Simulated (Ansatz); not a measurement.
Species: C₄H₂ISe (charge 0, doublet). It need not be the lowest isomer of its formula. 
Coordinates optimised at B3LYP-D3(BJ)/def2-TZVP (Ansatz, a quantum-chemistry and plane-wave program):
SMILES: Ic1c[c][se]c1
```xyz
8

I      2.0526    -0.3893     0.0718
C     -0.0365    -0.1755    -0.0101
C     -0.8982    -1.3295    -0.1041
C     -2.1874    -0.9586    -0.1431
Se    -2.5158     0.8684    -0.0691
C     -0.6357     1.0383     0.0222
H     -0.5326    -2.3446    -0.1372
H     -0.1721     2.0079     0.0897
```
Charge 0, spin multiplicity 2.

Basis-set convergence of Hartree-Fock and CCSD correlation energies (hartree) with Ansatz. Correlated levels leave the core frozen unless marked. Open shells are spin-unrestricted. No spin-orbit coupling. The frozen core is the preceding noble-gas configuration, with the filled d and f shells of earlier blocks. In def2 rows, elements after Kr have scalar-relativistic effective core potentials.

The UHF reference is spin-contaminated (<S^2> 0.44 over the pure value in the largest basis). 

| basis | functions | E(HF) | E(corr, CCSD) |
|---|---|---|---|
| def2-SVP | 124 | -2848.61219 | -0.73429 |
| def2-TZVPP | 250 | -2849.09294 | -0.90915 |
| def2-QZVPP | 459 | -2849.14758 | -0.96938 |

Extrapolating the two largest sets (X = 3 and 4) as X^-3: E(corr) = (64·(-0.96938) - 27·(-0.90915))/37 = -1.0133 Eh, an estimate of the basis-set limit. The largest set recovers 95.7 % of it, the smallest 72.5 %.
